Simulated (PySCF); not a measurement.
Calculated NMR data

PySCF 2.14.0 with density-fitted response routines calculation with GIAO PBE0/pcSseg-1 shieldings and coordinates at the GFN2-xTB level; gas phase, one conformer, non-relativistic, equivalent nuclei averaged.

References, each an isolated molecule treated in the same way: TMS for ¹H (31.72 ppm) and ¹³C (186.93 ppm). Where no couplings were computed, multiplicities follow the n + 1 count of equivalent neighbours, and m marks all less simple cases (inequivalent or close neighbours, rings, F or P nearby). Acid and N–H amide carbonyl carbons lie up to 10 ppm further downfield in solution (hydrogen bonding). Shifts are as computed. Against solution values, carbons near 30 ppm lie about +3 ppm off and those near 130 ppm about +5 ppm. Of 1309 compounds with measured shifts, 239 miss one by over three times the rms of a fit or turn the order of signals round; such compounds aren't used in these exercises. Groups on amide-type nitrogens are kept apart (slow C–N rotation). OH and NH positions are gas-phase values without hydrogen bonding to other molecules.

Compound 1 (C₅H₉NOSi). ¹H NMR (400 MHz, computed): δ 5.96 (br s, 1H), 5.78 (br s, 1H), 5.31 (s, 1H), 4.74 (m, 1H), 4.58 (m, 1H), 2.71 (s, 3H), 0.74 (br s, 1H). ¹³C{¹H} NMR (computed): δ 245.4 (C), 160.6 (C), 130.0 (CH2), 60.2 (CH2), 39.3 (CH3). Structure: `C=C1CN[Si@H]1C(C)=O`.

Compound 2 (C₅H₉NOSi). ¹H NMR (400 MHz, computed): δ 7.23 (d, 1H), 5.48 (br, 1H), 5.09 (m, 1H), 4.62 (br, 1H), 1.81 (m, 1H), 1.66 (m, 1H), 0.46 (d, 3H). ¹³C{¹H} NMR (computed): δ 164.0 (C), 158.8 (C), 156.3 (CH), 20.6 (CH2), -2.6 (CH3). Structure: `C[Si@H]1C=C(C(N)=O)C1`.

Compound 3 (C₅H₉NOSi). ¹H NMR (400 MHz, computed): δ 10.55 (d, 1H), 8.89 (s, 1H), 7.38 (d, 1H), 5.19 (s, 3H), 2.64 (s, 3H). ¹³C{¹H} NMR (computed): δ 197.7 (CH), 179.7 (CH), 156.3 (C), 128.5 (CH), 24.7 (CH3). Structure: `CC(/C=N/[SiH3])=C\C=O`.
